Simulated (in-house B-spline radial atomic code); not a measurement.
## BHandHLYP excitations of O VII (O6+)

Method: BHandHLYP. Computed with a B-spline radial code for spherical atoms: linear response of the closed shell 1s2 with the functional's adiabatic kernel; non-relativistic, point nucleus, no spin-orbit coupling, no double excitations, S, P, D and F terms only.

Command:
```bash
python run_td.py task.json out
```
Settings (radii: box in bohr, nucleus in fm):
```
Z                        8
electrons                2
configuration            1s2
hamiltonian              nr
method                   bhandhlyp
box_radius               14.35
intervals                47
```

Run time, properties included: 0.1 s on 1 thread of Intel(R) Xeon(R) Platinum 8488C (Sapphire Rapids) (shared host).

The lowest states, in the order of their Tamm-Dancoff energies; the method's threshold (minus the highest occupied level) is 716.49 eV. Labels give the largest channel, * marks a mixed state, and oscillator strengths are full-response dipole values. Semilocal kernels can invert the small singlet-triplet splittings of Rydberg terms. Energies in eV:

| state | full response | Tamm-Dancoff | oscillator strength |
| --- | --- | --- | --- |
| 1s → 2s 3S | 544.67 | 544.73 | - |
| 1s → 2p 3P | ? | ? | - |
| 1s → 2s 1S | 557.38 | 557.50 | - |
| 1s → 2p 1P | 564.04 | 564.10 | 0.647 |
| 1s → 3s 3S | 646.57 | 646.58 | - |
| 1s → 3d 3D | 648.40 | 648.40 | - |
| 1s → 3p 3P | 649.09 | 649.10 | - |
| 1s → 3s 1S | 649.19 | 649.21 | - |
| 1s → 3d 1D | 649.98 | 649.99 | - |
| 1s → 3p 1P | 651.04 | 651.05 | 0.139 |
| 1s → 4s 3S | ? | ? | - |
| 1s → 4d 3D | 678.91 | 678.92 | - |
| 1s → 4p 3P | 679.10 | 679.10 | - |
| 1s → 4s 1S | 679.16 | 679.17 | - |
| 1s → 4d 1D | 679.58 | 679.58 | - |
| 1s → 4p 1P | 679.88 | 679.89 | 0.0538 |
| 1s → 4f 3F | 680.17 | 680.17 | - |
| 1s → 4f 1F | 680.23 | 680.23 | - |

(1) Where does 1s → 2p 3P lie?

(2) Where does 1s → 4s 3S lie?

(3) How large is the singlet-triplet splitting of 1s → 2s (S terms) in Tamm-Dancoff?

(4) What polarisabilities and dispersion coefficient does the method give?

## Answers

(1) At 553.81 eV in full response, 553.86 eV in Tamm-Dancoff.

(2) At 678.13 eV in full response, 678.14 eV in Tamm-Dancoff.

(3) 12.8 eV, from the unrounded values.

(4) Dipole 0.002682 bohr³, quadrupole 0.0001679 bohr⁵, C6 0.0001319 hartree·bohr⁶ for two such species.
